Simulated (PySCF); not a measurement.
Two species compared at the same levels of theory.

First species: C3H6N2Si.
Cartesian coordinates in Å at the GFN2-xTB level; atoms count from 1:
```
atom  x, y, z in Å
N1    -2.4396    2.3014   -0.0829
C2    -1.9444    1.2999    0.1578
C3    -1.3043    0.0416    0.4381
C4    -0.5603   -0.4309   -0.7951
N5     0.6663   -0.5890   -0.9103
Si6    2.0773   -0.3894    0.0541
H7    -0.6109    0.1651    1.2727
H8    -2.0740   -0.6911    0.6989
H9    -1.2020   -0.6395   -1.6535
H10    2.8551    0.5730   -0.7160
H11    1.9052    0.0966    1.4326
H12    2.6328   -1.7384    0.0777
```

Second species: C3H6N2Si.
SMILES with atom numbers: `[CH2:1]=[N:2][CH2:3][SiH2:4][C:5]#[N:6]` (hydrogens: H7, H8 on C1; H9, H10 on C3; H11, H12 on Si4)

Levels: CAM-B3LYP/def2-SVPD for dipole moment, HOMO energy, LUMO energy, HOMO–LUMO gap, static isotropic polarisability and electronic spatial extent ⟨r²⟩ about the centre of nuclear charge; TDDFT CAM-B3LYP/def2-SVPD for lowest singlet excitation; TDA CAM-B3LYP/def2-SVPD for lowest triplet excitation (Tamm–Dancoff); GFN2-xTB for rotational constant A and rotational constant C. Geometries: GFN2-xTB. Each structure is a single optimised conformer of the isolated species, non-relativistic unless stated. Electronic properties by PySCF.

The conformers computed, where there is a choice (atom-mapped SMILES and torsion angles):
- `[N:1]#[C:2][CH2:3]/[CH:4]=[N:5]\[SiH3:6]`: C2–C3–C4–N5 116°
- `[CH2:1]=[N:2][CH2:3][SiH2:4][C:5]#[N:6]`: C1–N2–C3–Si4 112°, N2–C3–Si4–C5 177°

Task: Which of the two has the higher LUMO energy, and by how much?

Result: The second: 0.11 eV against -0.09 eV, a difference of 0.20 eV.

Task: Which has the higher T1 energy?

Result: The second: 4.12 eV against 3.61 eV, a difference of 0.51 eV.

Task: Which of the two has the higher HOMO energy, and by how much?

Result: The first: -8.82 eV against -9.23 eV, a difference of 0.41 eV.

Task: Which of the two has the higher S1 energy, and by how much?

Result: The second: 4.91 eV against 4.18 eV, a difference of 0.73 eV.

Task: Which has the higher ⟨r²⟩?

Result: The second: 976 bohr² against 956 bohr², a difference of 20 bohr².

Task: Which has the higher HOMO–LUMO gap?

Result: The second: 9.34 eV against 8.73 eV, a difference of 0.61 eV.

Task: Which of the two has the higher dipole moment, and by how much?

Result: The second: 3.84 D against 3.44 D, a difference of 0.40 D.

Task: Which of the two has the higher rotational constant C, and by how much?

Result: The first: 1.218 GHz against 1.163 GHz, a difference of 0.055 GHz.

On the first: The polarisability is 10.83 Å³ as a volume (1 au = 0.148185 Å³), or 1.41 au for each of the 52 electrons. In atomic units the dipole is 1.35 e·bohr (1 au = 2.5417 D).

On the second: No computed singlet falls in the visible range (750 to 380 nm, 1.65 to 3.26 eV); S1 lies 1.65 eV above its blue end.
